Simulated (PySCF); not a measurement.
# Two-component Hartree-Fock for Pd(37+) (palladium, charge +37)

Start: [He] 2s2 2p5; 2p1/2 filled at m_j = -1/2, +1/2; 2p3/2 filled at m_j = -1/2, +1/2, +3/2. Calculated with PySCF 2.14 in an even-tempered Gaussian basis (17 s from 17 bohr⁻², ratio 2.4; 12 p from 21 bohr⁻², ratio 2.4; 5 d from 80 bohr⁻², ratio 2.6; 4 f from 120 bohr⁻², ratio 2.6): generalised Hartree-Fock with the X2C-1e Hamiltonian and a Gaussian nucleus; one run each with spin-orbit coupling (SO) switched off, then screened by Boettger's factors.

```json
{"spinor shell": "1s1/2", "electrons": "2", "ε, spin-free (eV)": "-26927.0", "ε, screened SO (eV)": "-26922.8", "weight of nominal j (screened SO)": "1.000", "rms radius, screened SO (bohr)": "0.0365"}
{"spinor shell": "2s1/2", "electrons": "2", "ε, spin-free (eV)": "-5869.5", "ε, screened SO (eV)": "-5868.3", "weight of nominal j (screened SO)": "1.000", "rms radius, screened SO (bohr)": "0.145"}
{"spinor shell": "2p1/2", "electrons": "2", "ε, spin-free (eV)": "-5534.8", "ε, screened SO (eV)": "-5649.2", "weight of nominal j (screened SO)": "0.997", "rms radius, screened SO (bohr)": "0.125"}
{"spinor shell": "2p3/2", "electrons": "3", "ε, spin-free (eV)": "-5534.8", "ε, screened SO (eV)": "-5480.8", "weight of nominal j (screened SO)": "0.998", "rms radius, screened SO (bohr)": "0.130"}
```

| quantity | spin-free | screened SO |
| --- | --- | --- |
| E (hartree) | -3743.79318 | -3746.45690 |
| M_J | 3/2 | 3/2 |
| ⟨J²⟩ | 3.750 | 3.750 |
| ⟨L²⟩ | 2.000 | 2.003 |
| ⟨S²⟩ | 0.750 | 0.753 |

Each row is a mean over spinors that exchange with the open shell spreads, by up to 36.832 eV (2s1/2).

Breit and QED terms are absent; they matter most for the inner s and p1/2 levels.

Densities and radii are taken from the X2C orbitals without a picture-change correction, which distorts them close to the nucleus.

Without spin-orbit coupling the j labels of p, d and f shells carry no meaning; the spin-free column gives the mean over the occupied spinors of each nl shell.
